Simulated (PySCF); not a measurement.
Species: C₆H₆F₃O (doublet state).
Cartesian coordinates in Å at the GFN2-xTB level; atoms count from 1:
```
atom  x, y, z in Å
F1     2.8833   -1.1515   -0.4331
C2     2.4063   -0.0520    0.1654
F3     2.8027   -0.1141    1.4491
F4     3.0538    0.9916   -0.3760
C5     0.9126    0.0600    0.0315
C6     0.1467   -0.8676   -0.5726
C7    -1.3274   -0.6540   -0.6903
C8    -1.8091    0.2231    0.4797
C9    -0.8861    1.3645    0.6686
O10    0.4439    1.2124    0.5642
H11    0.5943   -1.7539   -0.9851
H12   -1.8486   -1.6124   -0.6915
H13   -1.5514   -0.1546   -1.6379
H14   -2.8214    0.5900    0.3101
H15   -1.8293   -0.4004    1.3854
H16   -1.1778    2.3279    1.0392
```

The hyperfine couplings belong to this conformer and change with its torsions.

The species is `FC(F)(C1=CCC[CH]O1)F` [radical].

Method used: PySCF 2.14.0, UKS B3LYP, pcH-1 on C F H O, non-relativistic, mean-field spin-orbit, GIAO. One conformer (not necessarily the lowest) at the GFN2-xTB geometry, without solvent, vibrations or thermal averaging. A GFN2-xTB geometry isn't a minimum of the functional, and hyperfine couplings can be far from their values at a DFT geometry. The SCF solution wasn't tested for stability.

The isotropic 13C couplings are +92.1, -30.1, +26.2, +9.7, -8.2 MHz. Assign them to C5; C6; C7; C8; C9.

```tsv
site	a_iso (MHz)	ρ(0) (bohr⁻³)	position	distance from C9 (Å)	spin population	largest |T| (MHz)
C5	-8.2	-0.0073	2 bonds from C9	2.31	-0.05	7.1
C6	+9.7	+0.0086	3 bonds from C9	2.75	+0.14	20.7
C7	+26.2	+0.0233	2 bonds from C9	2.47	+0.01	4.3
C8	-30.1	-0.0268	1 bond from C9	1.48	-0.07	2.5
C9	+92.1	+0.0820	largest spin population	0.00	+0.89	153.1
```

Match the computed a_iso(1H) values +72.9, -62.5, +13.5, -7.8 MHz (means over equivalent nuclei) with the sites H11; H12/H13; H14/H15; H16.

```csv
site,a_iso (MHz),ρ(0) (bohr⁻³),position,distance from C9 (Å),bound to,spin population there,largest |T| (MHz)
H11,-7.8,-0.0017,"4 bonds from C9, on C6 of spin population +0.14",3.83,C6,+0.14,7.2
H12/H13,+13.5,+0.0030,"γ, 3 bonds from C9",3.13,C7,+0.01,4.4
H14/H15,+72.9,+0.0163,"β, 2 bonds from C9",2.12,C8,-0.07,8.3
H16,-62.5,-0.0140,"α, 1 bond from C9",1.07,C9,+0.89,36.6
```

ρ(0) is the spin density at the nucleus and T the dipolar tensor; entries for several nuclei are means. Largest spin populations (Mulliken): C9 (+0.89), C6 (+0.14) and C8 (-0.07). The positive populations add up to 1.17 and the negative ones to -0.17, together 2S = 1. The angles at C9 add up to 359.4°, so it is planar; its axial dipolar tensor and the negative coupling of its proton fit spin in a p orbital normal to that plane.

β density exceeds α density at some nuclei, such as C8 (-0.0268), H16 (-0.0140) and C5 (-0.0073), spin density in bohr⁻³. In a single determinant that takes different orbitals for the two spins, that is spin polarisation.

Class means assume fast exchange of nuclei equivalent by connectivity; if that motion is slow, each nucleus keeps its own coupling. The 1H value of +72.9 MHz is a mean of couplings from 22.2 to 123.7 MHz in this one geometry, not an average over conformers.
